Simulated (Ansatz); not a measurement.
`[NH2][Al]([Br])[Br]` and `[NH2][Al]([F])[Br]` differ in one atom or group.

Ansatz, PBE0-D4/def2-TZVP geometries, multiplicity 1. Each molecule was computed in one conformer, which needn't be the lowest.

Scalar relativity is left out up to krypton.

```json
{"property": "HOMO energy (PBE/def2-TZVPP) / eV", "`[NH2][Al]([Br])[Br]`": "-6.59"}
{"property": "zero-point energy (PBE0-D4/def2-TZVP) / kJ/mol", "`[NH2][Al]([Br])[Br]`": "74.5"}
{"property": "LUMO energy (PBE0/def2-TZVPP) / eV", "`[NH2][Al]([Br])[Br]`": "-0.81"}
{"property": "HOMO energy (B3LYP/def2-TZVPP) / eV", "`[NH2][Al]([Br])[Br]`": "-7.74"}
{"property": "HOMO–LUMO gap (ωB97M-V/def2-TZVPP) / eV", "`[NH2][Al]([Br])[Br]`": "11.23"}
{"property": "size of the dipole moment (PBE/def2-TZVPP) / D", "`[NH2][Al]([Br])[Br]`": "2.22"}
```

(1) What does the change do to each property? (Best estimate.)

Results:

(1) The calculation gave: 
| property | `[NH2][Al]([F])[Br]` | shift |
| --- | --- | --- |
| HOMO energy (PBE/def2-TZVPP) / eV | -6.58 | 0.01 |
| zero-point energy (PBE0-D4/def2-TZVP) / kJ/mol | 77.9 | 3.4 |
| LUMO energy (PBE0/def2-TZVPP) / eV | -0.72 | 0.09 |
| HOMO energy (B3LYP/def2-TZVPP) / eV | -7.76 | -0.02 |
| HOMO–LUMO gap (ωB97M-V/def2-TZVPP) / eV | 11.29 | 0.06 |
| size of the dipole moment (PBE/def2-TZVPP) / D | 2.39 | 0.17 |

Dipoles are sizes alone; their direction can turn.

B3LYP here is the variant with VWN-RPA as its local correlation; programs differ in this.

Spin–orbit coupling is left out; it splits and shifts lone-pair levels of the heavy atoms by tenths of an eV.
